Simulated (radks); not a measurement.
All-electron atom: the holmium ion Ho47+ in [Ar] 3d2 (the NIST ground configuration). Method: Dirac Kohn-Sham, PBE, spin-unpolarised, spherical densities, finite nucleus; open shells fill j = l - 1/2 first; Fermi nuclear charge, rms radius 5.2022 fm; computed with a radial shooting solver on a logarithmic mesh with Libxc functionals. Some entries of the table are withheld. Estimate them.

orbital,occ.,eigenvalue (eV),<r^2> (bohr^2),<r> (bohr)
1s1/2,2,-58370.20,(1),0.02074
2s1/2,2,-12138.98,0.008961,0.08688
2p1/2,2,(2),0.006466,0.07234
2p3/2,4,(3),0.007640,0.07932
3s1/2,2,-4569.687,(4),0.2153
3p1/2,2,-4405.088,0.04813,0.2037
3p3/2,4,-4192.271,0.05328,0.2147
3d3/2,2,(5),0.03996,(6)
3d5/2,0,(7),0.04133,(8)

Answer. 
(1) 1s1/2 <r^2> (bohr^2): 0.0005882
(2) 2p1/2 eigenvalue (eV): -11718.38
(3) 2p3/2 eigenvalue (eV): -10849.63
(4) 3s1/2 <r^2> (bohr^2): 0.05297
(5) 3d3/2 eigenvalue (eV): -3945.849
(6) 3d3/2 <r> (bohr): 0.1857
(7) 3d5/2 eigenvalue (eV): -3896.140
(8) 3d5/2 <r> (bohr): 0.1891
